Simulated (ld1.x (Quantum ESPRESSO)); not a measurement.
# What one change does to a pseudopotential (tin, TM)

```
Element                 : tin (Sn)
Generator               : ld1.x (Quantum ESPRESSO) 7.5
Type                    : norm-conserving Troullier–Martins (Kleinman–Bylander form)
Functional              : LDA (PZ)
Relativity              : scalar-relativistic
Frozen core             : [Kr]
Valence charge          : 14
Reference configuration : 4d10 5s1.75 5p2.25
Partial waves           : 5p (bound): rc 1.90 bohr; 4d (bound): rc 1.50 bohr; 5s (bound): rc 1.70 bohr
Local potential         : the s channel
Core correction         : Bessel-smoothed model core inside 0.80 bohr
```

Change: wave 5p (bound): rc 1.90 bohr becomes 5p (bound): rc 2.54 bohr.

Cutoffs: the cutoffs (Ry, on a coarse ladder) from which the occupation-weighted sum of valence levels, in a spherical-Bessel basis at the reference potential, stays within 10 and 1 mRy of its value at 400 Ry; they do not see the model core or the augmentation charge, which bear on the density cutoff. Errors are all-electron minus pseudo energies relative to the spin-unpolarised reference configuration.

Problem. How do hardness, ghosts and transferability respond?

Solution. The potential gets neither clearly harder nor softer (90 Ry and 140 Ry → 90 Ry and 140 Ry); the d channel sets the loose cutoff, while the largest relative change is in p, which becomes softer; of the 9 tests that both files solve, the error grows in 6 and shrinks in 0 by more than 15 % and 0.3 meV (median size 1.3 → 2.2 meV); neither file shows a bound ghost. More of the atom is replaced by a form fitted at one configuration, so other configurations suffer.

| quantity | base | changed |
| --- | --- | --- |
| cutoff, loose | 90 Ry | 90 Ry |
| cutoff, tight | 140 Ry | 140 Ry |
| loose cutoff by channel (10 mRy a level) | p 18 Ry, d 70 Ry, s 21 Ry | p 6 Ry, d 70 Ry, s 21 Ry |
| bound ghosts | none | none |
| error for 4d10 5s2 5p2, meV [ΔE -1.74 eV] | +0.1 | -0.1 |
| error for 4d10 5s2 5p1, meV [ΔE 5.35 eV] | -1.3 | -2.0 |
| error for 4d10 5s2 5p0, meV [ΔE 19.62 eV] | -5.0 | -7.6 |
| error for 4d10 5s2 5p2.3, meV [ΔE -2.64 eV] | +0.5 | +0.3 |
| error for 4d10 5s0 5p4, meV [ΔE 12.66 eV] | -3.1 | -6.3 |
| error for 4d10 5s2 5p1.5, meV [ΔE 0.97 eV] | -0.6 | -0.9 |
| error for 4d10 5s0 5p0, meV [ΔE 92.63 eV] | -73 | -71 |
| error for 4d10 5s1.75 5p2.25 (spin-polarised), meV [ΔE -0.75 eV] | +1.7 | +4.0 |
| error for 4d10 5s2 5p2 (spin-polarised), meV [ΔE -2.22 eV] | +1.1 | +2.2 |
